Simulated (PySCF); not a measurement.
# A small calculation by hand: entropy of an ideal gas

H4PSi, SMILES [SiH3][PH], multiplicity 2.

Geometry optimised at PBE-D3(BJ)/def2-TZVP. The isomer is the one that the SMILES or the coordinates give; other isomers of the formula were not compared.

PBE-D3(BJ)/def2-TZVP (PySCF) gives the harmonic wavenumbers 177, 435, 457, 459, 743, 852, 899, 905, 2137, 2146, 2173, 2297 cm⁻¹ and the rotational temperatures 3.0392, 0.2759, 0.2696 K. The molar mass is 63.09 g/mol, the symmetry number 1, the spin multiplicity 2.

**Question.** Work out the entropy at 298.15 K and 1 atm in the rigid-rotor, harmonic-oscillator model.

**Answer.** 
Translation (Sackur–Tetrode at 1 atm): S = R[1.5 ln M + 2.5 ln T − 1.16487] = 160.4 J/(mol K).
Rotation: q = (√π/σ) T^1.5/√(θA θB θC) = 19200, S = R[ln q + 3/2] = 94.5 J/(mol K).
Vibration: with u = 1.4388 ν/T, each mode gives R[u/(e^u − 1) − ln(1 − e^−u)]:
| ν (cm⁻¹) | modes | u | S (J/(mol K)) |
|---|---|---|---|
| 177 | 1 | 0.85 | 9.87 |
| 435 | 1 | 2.10 | 3.52 |
| 457 | 1 | 2.21 | 3.24 |
| 459 | 1 | 2.21 | 3.22 |
| 743 | 1 | 3.59 | 1.08 |
| 852 | 1 | 4.11 | 0.71 |
| 899 | 1 | 4.34 | 0.59 |
| 905 | 1 | 4.37 | 0.57 |
The stiffer modes add less than 0.005 each. Sum 22.8 J/(mol K).
Spin: R ln 2 = 5.8 J/(mol K).
Total 283.5 J/(mol K); the program's own thermochemistry gives 283.5. Translation makes up 57 % and vibration 8 %. Anharmonicity, hindered rotation and orbital degeneracy are left out.
